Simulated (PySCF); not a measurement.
**TDDFT excited states: CH8GeNP**

CH8GeNP.
InChI=1S/CH8GeNP/c1-3-2-4/h3H,2,4H2,1H3

The calculation used PySCF 2.14.0, density-fitted response routines, TDDFT wB97X-D/def2-SVPD, vertical, gas phase, core orbitals frozen in the response. Geometry: PBE0-D3(BJ)/def2-SVP, one conformer, isolated molecule. The wB97X-D/def2-SVPD calculation is non-relativistic and has no spin–orbit coupling, an omission that weighs most on germanium. Torsions of this conformer, `[CH3:1][NH:2][GeH2:3][PH2:4]`: C1–N2–Ge3–P4 62°, H–P4–Ge3–N2 -77°, H–P4–Ge3–N2 -170°.

Q: What does the calculation give for the low-lying excited states?

A: 

| state | E (eV) | E (kJ/mol) | λ (nm) | f | \|μ\| (D) | main configurations (H = HOMO, L = LUMO) |
| --- | --- | --- | --- | --- | --- | --- |
| S1 | 5.74 | 554 | 215.9 | 0.0009 | 0.21 | H→L (57%), H→L+2 (22%), H→L+1 (14%) |
| S2 | 6.22 | 600 | 199.5 | 0.017 | 0.84 | H→L+2 (55%), H→L (22%), H-1→L+2 (10%) |
| S3 | 6.43 | 620 | 192.8 | 0.187 | 2.77 | H→L+1 (52%), H→L+3 (21%), H→L (16%) |
| S4 | 6.61 | 638 | 187.5 | 0.040 | 1.26 | H→L+3 (36%), H→L+1 (25%), H-1→L (14%) |
| S5 | 6.90 | 666 | 179.7 | 0.052 | 1.42 | H-1→L (59%), H→L+3 (17%), H→L+4 (10%) |
| S6 | 7.06 | 681 | 175.7 | 0.088 | 1.82 | H→L+4 (41%), H-1→L+1 (28%), H→L+5 (14%) |
| S7 | 7.14 | 689 | 173.7 | 0.0082 | 0.55 | H-1→L+2 (40%), H→L+5 (15%), H-1→L+1 (9%) |
| S8 | 7.30 | 705 | 169.8 | 0.046 | 1.29 | H-1→L+1 (38%), H-1→L+2 (28%) |
| S9 | 7.55 | 728 | 164.3 | 0.040 | 1.18 | H→L+5 (49%), H→L+4 (23%) |
| S10 | 7.66 | 739 | 161.8 | 0.036 | 1.11 | H→L+6 (50%), H→L+8 (10%), H-1→L+1 (8%) |

Triplets, Tamm–Dancoff:

```tsv
state	E (eV)	λ (nm)	main configurations (H = HOMO, L = LUMO)
T1	5.32	232.9	H→L (62%), H-1→L (13%)
T2	5.54	224.0	H→L+1 (42%), H→L+2 (39%)
T3	5.79	214.2	H-1→L+2 (33%), H→L+3 (20%), H-1→L+3 (13%)
T4	6.26	198.1	H-1→L (32%), H→L+1 (27%), H→L+2 (15%)
```

The lowest singlet comes at 216 nm (554 kJ/mol) in the ultraviolet; it is very weak; its leading configuration is HOMO→LUMO (57%). The strongest level in the table is S3 at 6.43 eV (193 nm, f = 0.187). Löwdin shares by element: HOMO nitrogen 45%, phosphorus 20%, germanium 10%, carbon 8% (atoms not listed hold the other 16%); LUMO germanium 37%, phosphorus 22%, hydrogen 17% or more (atoms not listed hold the other 24%). Orbital energies (eV): HOMO-3 -11.57, HOMO-2 -10.98, HOMO-1 -9.46, HOMO -8.38, LUMO 1.60, LUMO+1 2.13, LUMO+2 2.20. The oscillator strengths of these states sum to 0.516; summed over the whole spectrum of an exact calculation they would give the number of electrons, 68 (Thomas–Reiche–Kuhn). Of the 10 states listed, 8 reach f = 0.01 and none stays under 0.0005. No computed singlet lies in the visible range (380 to 750 nm); the lowest, at 216 nm, stands 2.48 eV above its violet end (3.26 eV). All these states lie below the vertical ionisation energy of 8.57 eV (ΔSCF). The window holds the lowest 10 singlets.
